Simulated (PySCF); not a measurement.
## AgI: frontier orbitals

PBE0 at R = 2.567 Å; PySCF, scalar-relativistic core potentials, basis sets Ag cc-pVTZ-PP with ECP28, I cc-pVTZ-PP with ECP28. State: ³Π (triplet), unpaired electrons σ ↑, π ↑, a second solution, started from another occupation. Only the outer orbitals are listed, counted within each symmetry, core potentials removing the inner ones.

```tsv
spin	orbital	occ.	ε (eV)	on Ag (%)	main shells (%)
α	5π	1	-9.39	41	58 I p, 41 Ag d
α	8σ	1	-8.64	60	45 Ag d, 40 I p, 12 Ag s
α	5π	1	-8.57	21	79 I p, 20 Ag d
α	9σ	1	-4.47	92	81 Ag s, 10 Ag p
α	6π	0	-0.40	97	97 Ag p
α	6π	0	-0.27	98	98 Ag p
β	4π	1	-9.56	86	86 Ag d, 13 I p
β	2δ	1	-9.55	100	100 Ag d
β	2δ	1	-9.55	100	100 Ag d
β	8σ	1	-8.25	58	43 I p, 41 Ag d, 13 Ag s
β	5π	1	-8.22	20	80 I p, 20 Ag d
β	5π	0	-6.09	15	85 I p, 14 Ag d
β	9σ	0	-1.96	94	93 Ag s
β	6π	0	0.35	97	97 Ag p
```

**Question.** Which are the highest filled and the lowest empty level, where do they sit, and how wide is the gap?

**Answer.** Highest filled α 9σ at -4.47 eV (in %: 81 Ag s, 10 Ag p); lowest empty β 5π at -6.09 eV (in %: 85 I p, 14 Ag d); the gap at PBE0 is -1.62 eV.

The bond order (Mayer) is 0.85, the ⟨S²⟩ is 2.006 and the charge on Ag (Mulliken, basis-dependent) is -0.17. The charge on Ag (Löwdin, basis-dependent) is -0.40. The dipole moment (positive dipole means Ag(−)I(+)) is 2.42 D.

Spin–orbit coupling is left out. Counting both spins, an empty level lies below a filled one in this solution, because spin and occupation are held.
